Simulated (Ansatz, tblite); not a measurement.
Forces on VO(OH)3 (VO₄H₃) at its PBE0-D4/def2-SVP geometry. Charge 0, multiplicity 1.

The xTB rows come from tblite.

GFN1-xTB (tblite), largest force 1.17 eV/Å:

```xyz
8
positions Å, forces eV/Å
V    -0.004   -0.005    0.002    0.507    0.574   -0.252
O    -0.976   -1.107    0.485    0.320    0.364   -0.159
O    -0.916    1.235   -0.833    0.036   -1.012    0.579
H    -1.873    1.176   -0.938    0.309    0.294   -0.122
O     1.170   -0.714   -1.086   -0.930   -0.108    0.696
H     1.155   -1.653   -1.305    0.257    0.340   -0.116
O     0.811    0.687    1.389   -0.764   -0.759   -0.450
H     0.633    0.381    2.286    0.266    0.307   -0.177
```

GFN2-xTB (tblite), largest force 1.61 eV/Å:

```
V 0.190 0.215 -0.095
O 1.009 1.145 -0.502
O 0.428 -1.257 0.775
H 0.056 0.226 -0.120
O -1.171 0.239 0.969
H 0.205 0.084 -0.138
O -0.896 -0.837 -0.927
H 0.179 0.187 0.039
```

PBE-D4/def2-TZVP (Ansatz), largest force 2.38 eV/Å:

```
V 0.671 0.761 -0.334
O -1.496 -1.697 0.744
O -0.227 0.889 -0.536
H -0.360 -0.012 -0.045
O 0.824 -0.091 -0.663
H 0.004 -0.354 -0.090
O 0.643 0.613 0.584
H -0.059 -0.107 0.341
```
